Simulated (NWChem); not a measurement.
System: C4H7F; SMILES C/C=C(\C)F

NWChem input:

```
start job
memory heap 200 mb stack 900 mb global 1100 mb
geometry units angstroms noautoz
  C      0.030235     2.056738     0.000000
  C      0.680577     0.714096     0.000000
  C      0.072286    -0.473617     0.000000
  C     -1.374443    -0.810121     0.000000
  F      0.833993    -1.583193     0.000000
  H      0.332477     2.643796     0.883394
  H     -1.067208     1.999408     0.000000
  H      0.332477     2.643796    -0.883394
  H      1.775410     0.681808     0.000000
  H     -1.622493    -1.416418     0.886088
  H     -1.622493    -1.416418    -0.886088
  H     -2.005751     0.086113     0.000000
end
basis spherical
  * library def2-svp
end
dft
  xc hfexch
  iterations 150
end
tddft
  cis
  nroots 6
  notriplet
end
task tddft energy
```

Excerpt of the output:

```
             Northwest Computational Chemistry Package (NWChem) 7.3.0
             --------------------------------------------------------

 CS  symmetry detected

                             Geometry "geometry" -> ""
                             -------------------------

 Output coordinates in angstroms (scale by  1.889725989 to convert to a.u.)

  No.       Tag          Charge          X              Y              Z
 ---- ---------------- ---------- -------------- -------------- --------------
    1 C                    6.0000     0.02322728     2.05940237     0.00000000
    2 C                    6.0000     0.67682756     0.71834349     0.00000000
    3 C                    6.0000     0.07142236    -0.47084306     0.00000000
    4 C                    6.0000    -1.37448528    -0.81085901     0.00000000
    5 F                    9.0000     0.83582139    -1.57856621     0.00000000
    6 H                    1.0000     0.32404290     2.64719254     0.88339400
    7 H                    1.0000    -1.07407328     1.99940773     0.00000000
    8 H                    1.0000     0.32404290     2.64719254    -0.88339400
    9 H                    1.0000     1.77173574     0.68871406     0.00000000
   10 H                    1.0000    -1.62106233    -1.41775654     0.88608800
   11 H                    1.0000    -1.62106233    -1.41775654    -0.88608800
   12 H                    1.0000    -2.00796765     0.08383940     0.00000000

 Effective nuclear repulsion energy (a.u.)     173.4163062744

      Symmetry information
      --------------------

 Group name             Cs
 Group number              2
 Group order               2
 No. of unique centers    10

  xc_inp: hfexch multiplicative factor not found.

                                 NWChem DFT Module
                                 -----------------

 Summary of "ao basis" -> "ao basis" (spherical)
 ------------------------------------------------------------------------------
       Tag                 Description            Shells   Functions and Types
 ---------------- ------------------------------  ------  ---------------------
 C                          def2-svp                 6       14   3s2p1d
 F                          def2-svp                 6       14   3s2p1d
 H                          def2-svp                 3        5   2s1p

      Symmetry analysis of basis
      --------------------------

        a'         72
        a"         33

            General Information
            -------------------
          SCF calculation type: DFT
          Wavefunction type:  closed shell.
          No. of atoms     :    12
          No. of electrons :    40
           Alpha electrons :    20
            Beta electrons :    20
          Charge           :     0
          Spin multiplicity:     1
          Use of symmetry is: off; symmetry adaption is: on
          Maximum number of iterations: 150
          AO basis - number of functions:   105
                     number of shells:    51
          Convergence on energy requested:  1.00D-06
          Convergence on density requested:  1.00D-05
          Convergence on gradient requested:  5.00D-04

              XC Information
              --------------
                     Hartree-Fock (Exact) Exchange  1.000

      Superposition of Atomic Density Guess
      -------------------------------------

 Sum of atomic energies:        -253.28670654

      Non-variational initial energy
      ------------------------------

 Total energy =    -256.242676
 1-e energy   =    -687.853409
 2-e energy   =     258.194427
 HOMO         =      -0.261344
 LUMO         =       0.056328

      Symmetry analysis of molecular orbitals - initial
      -------------------------------------------------

  Numbering of irreducible representations:

     1 a'          2 a"

  Orbital symmetries:

     1 a'          2 a'          3 a'          4 a'          5 a'
     6 a'          7 a'          8 a'          9 a'         10 a'
    11 a'         12 a"         13 a'         14 a"         15 a'
    16 a"         17 a'         18 a'         19 a'         20 a"
    21 a"         22 a'         23 a'         24 a'         25 a'
    26 a"         27 a'         28 a"         29 a'         30 a'

   convergence    iter        energy       DeltaE   RMS-Dens  Diis-err
 ---------------- ----- ----------------- --------- --------- ---------
 d= 0,ls=0.0,diis     1   -254.7045858469 -4.28D+02  5.31D-03  4.50D-01
 d= 0,ls=0.0,diis     2   -254.7619591764 -5.74D-02  2.11D-03  8.35D-02
 d= 0,ls=0.0,diis     3   -254.7706933548 -8.73D-03  9.06D-04  8.32D-03
 d= 0,ls=0.0,diis     4   -254.7720148609 -1.32D-03  1.92D-04  2.03D-04
 d= 0,ls=0.0,diis     5   -254.7720586227 -4.38D-05  6.81D-05  1.88D-05
  Resetting Diis
 d= 0,ls=0.0,diis     6   -254.7720642875 -5.66D-06  2.61D-05  2.70D-06
 d= 0,ls=0.0,diis     7   -254.7720650991 -8.12D-07  6.79D-06  2.49D-07

[...]

                                NWChem TDDFT Module
                                -------------------

            General Information
            -------------------
           No. of orbitals :     210
            Alpha orbitals :     105
             Beta orbitals :     105
        Alpha frozen cores :       0
         Beta frozen cores :       0
     Alpha frozen virtuals :       0
      Beta frozen virtuals :       0
         Spin multiplicity :       1
    Number of AO functions :     105
        Use of symmetry is : off
      Symmetry adaption is : on
         Schwarz screening :  0.10D-07

              XC Information
              --------------
              Hartree-Fock (Exact) Exchange   1.00

             TDDFT Information
             -----------------
          Calculation type : CIS
         Wavefunction type : Restricted singlets
          No. of electrons :      40
           Alpha electrons :      20
            Beta electrons :      20
              No. of roots :       6
          Max subspacesize :    5200
            Max iterations :     100
               Target root :       1
           Target symmetry : none
      Symmetry restriction : off
                 Algorithm : Optimal
        Davidson threshold :  0.10D-03

    6 smallest eigenvalue differences (eV)
--------------------------------------------------------
  No. Spin  Occ  Vir  Irrep   E(Occ)    E(Vir)   E(Diff)
--------------------------------------------------------
    1    1   20   21 a"       -0.347     0.177    14.265
    2    1   20   22 a'       -0.347     0.180    14.367
    3    1   20   23 a"       -0.347     0.207    15.081
    4    1   20   24 a"       -0.347     0.225    15.568
    5    1   20   25 a'       -0.347     0.257    16.446
    6    1   20   26 a"       -0.347     0.262    16.576
--------------------------------------------------------

  Entering Davidson iterations
  Restricted singlet excited states

  Iter   NTrls   NConv    DeltaV     DeltaE      Time
  ----  ------  ------  ---------  ---------  ---------
    1      6       0     0.20E+00   0.10+100        3.2
    2     12       0     0.44E-01   0.31E-01        3.3
    3     18       0     0.24E-01   0.44E-02        3.0
    4     24       0     0.45E-01   0.75E-02        2.0
    5     30       0     0.47E-01   0.15E-01        2.1
    6     36       0     0.14E-01   0.21E-02        2.2
    7     42       0     0.49E-02   0.20E-03        2.1
    8     48       3     0.12E-02   0.18E-04        2.0
    9     51       3     0.46E-03   0.12E-05        1.9
   10     54       4     0.13E-03   0.13E-06        2.2
   11     56       6     0.69E-04   0.17E-07        2.3
  ----  ------  ------  ---------  ---------  ---------
  Convergence criterion met

  Ground state a'       -254.772065099098 a.u.

  ----------------------------------------------------------------------------
  Root   1 singlet a'             0.305082959 a.u.                8.3017 eV
  ----------------------------------------------------------------------------
     Transition Moments    X -0.94682   Y -1.78151   Z -0.00000
     Dipole Oscillator Strength                    0.8278376700
     Electric Quadrupole                           0.0000002115
     Magnetic Dipole                               0.0000010790
     Total Oscillator Strength                     0.8278389605

     Occ.   19  a'  ---  Virt.   21  a'       0.05373
     Occ.   19  a'  ---  Virt.   26  a'       0.05764
     Occ.   20  a"  ---  Virt.   22  a"       0.95688
     Occ.   20  a"  ---  Virt.   27  a"      -0.13983
  ----------------------------------------------------------------------------
  Root   2 singlet a"             0.322783897 a.u.                8.7834 eV
  ----------------------------------------------------------------------------
     Transition Moments    X -0.00000   Y -0.00000   Z -0.20849
     Dipole Oscillator Strength                    0.0093540486
     Electric Quadrupole                           0.0000001493
     Magnetic Dipole                               0.0000017681
     Total Oscillator Strength                     0.0093559660

     Occ.   20  a"  ---  Virt.   21  a'       0.55946
     Occ.   20  a"  ---  Virt.   23  a'      -0.45904
     Occ.   20  a"  ---  Virt.   24  a'      -0.54003
     Occ.   20  a"  ---  Virt.   26  a'       0.23258
     Occ.   20  a"  ---  Virt.   28  a'      -0.15859
     Occ.   20  a"  ---  Virt.   29  a'       0.24649
     Occ.   20  a"  ---  Virt.   32  a'      -0.11164
  ----------------------------------------------------------------------------
  Root   3 singlet a"             0.347495909 a.u.                9.4558 eV
  ----------------------------------------------------------------------------
     Transition Moments    X  0.00000   Y -0.00000   Z  0.18148
     Dipole Oscillator Strength                    0.0076297222
     Electric Quadrupole                           0.0000001654
     Magnetic Dipole                               0.0000005277
     Total Oscillator Strength                     0.0076304153

[...]
```

Level: Hartree-Fock/def2-SVP, CIS. Geometry: optimised at PBE0/def2-SVP.
